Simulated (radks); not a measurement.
Task: These are the eigenvalues of the occupied orbitals of an atom or ion with whole-number occupations (eV). Method: scalar-relativistic Kohn-Sham, LDA (Slater exchange, VWN5 correlation), spin-polarised, spherical densities, point nucleus; computed with a radial shooting solver on a logarithmic mesh with Libxc functionals.

| orbital | eigenvalue |
|---|---|
| 1s | -82761.49 |
| 2s | -20482.46 |

Which element is it, and in what charge state? The configuration may be excited. Open shells, if any, are filled with parallel spins first.

Result: Z = 76, osmium, charge +72: Os72+ in [He] 2s2. The 1s level, -3041.4 hartree, gives Z - s = 78.0 by -(Z - s)^2/2, which with screening and relativity narrows Z to a few neighbours, and with so few levels the electron count can be read from the list.
